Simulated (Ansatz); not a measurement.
Reaction (formal hydrolysis of the Nb–Cl bond): `[NH2][Nb]([NH2])(=[S])[Cl]` + H₂O → `[NH2][Nb]([NH2])([OH])=[S]` + HCl

Gas-phase electronic energies from Ansatz, PBE0-D4/def2-TZVP geometries. CCSD(T)/CBS adds triple-zeta CCSD(T) − MP2 to the extrapolated MP2 energy (def2 sets, frozen cores). This one scheme is used for every species. Elements past krypton have def2 core potentials. For Nb outer-core shells are correlated without core-valence functions, which leaves a few kJ/mol of doubt a bond. One conformer a species, not always the lowest.

```tsv
species	CCSD/CBS(def2) energy (Eh)
`[NH2][Nb]([NH2])(=[S])[Cl]`	-1026.39630
H₂O	-76.37179
`[NH2][Nb]([NH2])([OH])=[S]`	-642.37877
HCl	-460.37334
```

(1) Work out ΔE.

Largest T1 diagnostic among the species: 0.023, so the coupled-cluster value is less sure than usual.

## Answers

(1) ΔE = (-642.37877) + (-460.37334) − (-1026.39630) − (-76.37179) = 0.01598 Eh = +10.0 kcal/mol. CCSD(T)/CBS gives +10.9 kcal/mol.

At CCSD(T), def2-SVP lies −2.9 kcal/mol from the extrapolated value and def2-TZVPP −0.9 kcal/mol. In def2-TZVPP, CCSD(T) changes the Hartree–Fock value by +1.8 kcal/mol (the triples alone add +0.9 kcal/mol) and MP2 by +5.2 kcal/mol. From BLYP to BHLYP (50 % exact exchange), in def2-TZVPP and without D4, ΔE moves by +0.8 kcal/mol.
